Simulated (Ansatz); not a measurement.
Reaction (formal exchange of groups at a B–H bond): `BCl` + `ClC1C[SiH2]1` → `ClBC1C[SiH2]1` + HCl

Isolated molecules relaxed with PBE0-D4/def2-TZVP in Ansatz; ΔE leaves out vibrations. CBS: MP2 limit from def2 TZ/QZ plus the TZ coupled-cluster correction, frozen cores. This one scheme is used for every species. Functionals use def2-TZVPP. B3LYP here is the variant with VWN-RPA as its local correlation; programs differ in this. One conformer a species, not always the lowest.

`BCl`:

Z-matrix (Å, degrees):
```
B
Cl 1 1.733
H 1 1.190 2 118.1
H 1 1.190 2 118.1 3 180.0
```

`ClC1C[SiH2]1`:

```xyz
9

Cl    0.764    1.952   -1.110
C     0.664    0.616    0.032
C     0.293   -0.760   -0.530
Si   -0.956   -0.050    0.641
H     1.517    0.629    0.701
H     0.018   -0.767   -1.581
H     0.947   -1.582   -0.257
H    -2.197    0.510    0.075
H    -1.048   -0.549    2.030
```

`ClBC1C[SiH2]1`:

```xyz
11

Cl   -2.269   -0.633    1.073
B    -0.546   -1.050    1.095
C     0.357   -0.672   -0.046
C    -0.077    0.092   -1.294
Si    0.506    1.226    0.030
H    -0.146   -1.615    2.066
H     1.345   -1.125   -0.072
H    -1.142    0.071   -1.505
H     0.546   -0.045   -2.171
H    -0.454    1.989    0.844
H     1.880    1.763   -0.022
```

HCl:

```xyz
2

Cl    0.275   -0.383    0.432
H    -0.275    0.383   -0.432
```

Task: Is it downhill or uphill in electronic energy at CCSD(T)/CBS, and by how much? (An estimate is asked.)

Result: Computed: Downhill: ΔE = -131.4 kJ/mol.

Task: What do these levels give: PBE0-D4, B3LYP-D4, ωB97X-V, ωB97M-V, PBE0, SCS-MP2/def2-TZVPP? (Best estimate.)

Result: Ansatz gave: PBE0-D4 -133.8, B3LYP-D4 -126.0, ωB97X-V -123.7, ωB97M-V -130.2, PBE0 -129.9, SCS-MP2/def2-TZVPP -128.4 kJ/mol.

Largest T1 diagnostic among the species: 0.012.

In def2-TZVPP, CCSD(T) changes the Hartree–Fock value by −22.2 kJ/mol (the triples alone add −2.7 kJ/mol) and MP2 by −28.6 kJ/mol. The D4 term adds −7.0 kJ/mol with B3LYP and −3.9 kJ/mol with PBE0; it sums over pairs of atoms, weighted by their polarisabilities, and B3LYP, whose exchange is more repulsive, gets the larger term.
